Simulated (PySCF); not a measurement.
First SCF of a structure search on triplet WOF2, at a hand-made trigonal planar geometry. PySCF input:

```python
from pyscf import gto, scf, dft
mol = gto.M(atom='''
W     -0.041500     0.000000     0.000000
O     -1.811530    -0.000010     0.000000
F      0.963490    -1.740710     0.000000
F      0.963500     1.740700     0.000000''',
    basis={'W': 'def2-TZVP', 'O': 'def2-TZVP', 'F': 'def2-TZVP'},
    ecp={'W': 'def2-TZVP'},
    charge=0, spin=2)
mf = dft.UKS(mol, xc='PBE0')
mf.grids.atom_grid = (50, 194)
aux = {'W': 'def2-universal-JKFIT', 'O': 'def2-universal-JKFIT', 'F': 'def2-universal-JKFIT'}
mf = mf.density_fit(auxbasis=aux)
mf.conv_tol = 1e-08
mf.diis_space = 10
mf.max_cycle = 60
mf.init_guess = 'minao'
mf.verbose = 4
mf.kernel()
```

Excerpt of the output (cycles alone):

```
init E= -322.184710972146
cycle= 1 E= -341.376365573629  delta_E= -19.2  |g|= 1.19  |ddm|= 5.29
cycle= 2 E= -332.820204880568  delta_E= 8.56  |g|= 4.22  |ddm|= 3.01
cycle= 3 E= -341.878463552124  delta_E= -9.06  |g|= 0.407  |ddm|= 2.58
cycle= 4 E= -341.782307101275  delta_E= 0.0962  |g|= 0.662  |ddm|= 0.504
cycle= 5 E= -341.94057886125  delta_E= -0.158  |g|= 0.0761  |ddm|= 0.287
cycle= 6 E= -341.942053783855  delta_E= -0.00147  |g|= 0.0586  |ddm|= 0.0622
cycle= 7 E= -341.943488896976  delta_E= -0.00144  |g|= 0.00585  |ddm|= 0.0275
cycle= 8 E= -341.943548958388  delta_E= -6.01e-05  |g|= 0.0031  |ddm|= 0.00942
cycle= 9 E= -341.943573723331  delta_E= -2.48e-05  |g|= 0.00155  |ddm|= 0.00643
cycle= 10 E= -341.943586416979  delta_E= -1.27e-05  |g|= 0.000625  |ddm|= 0.00807
cycle= 11 E= -341.943586662159  delta_E= -2.45e-07  |g|= 0.000488  |ddm|= 0.000793
cycle= 12 E= -341.943586778674  delta_E= -1.17e-07  |g|= 0.000121  |ddm|= 0.000392
cycle= 13 E= -341.943586797474  delta_E= -1.88e-08  |g|= 2.15e-05  |ddm|= 0.00026
cycle= 14 E= -341.943586797929  delta_E= -4.55e-10  |g|= 4.58e-06  |ddm|= 3.95e-05
Extra cycle  E= -341.943586797885  delta_E= 4.42e-11  |g|= 1.3e-05  |ddm|= 9.49e-06
converged SCF energy = -341.943586797885  <S^2> = 2.0334383  2S+1 = 3.02221
```

No lower solution of this spin was found from smeared starts or by a stability analysis within the unrestricted form.

With open d or f shells other occupations or spin states may lie lower. With an element this heavy the missing spin–orbit coupling can shift these numbers.

The search for the lowest solution, 3 starts and the stability check together, took 13 s on 4 threads of a shared AMD EPYC 7R43 64-Core (Zen 3) host, with 133 basis functions; the process peaked at 0.59 GiB.
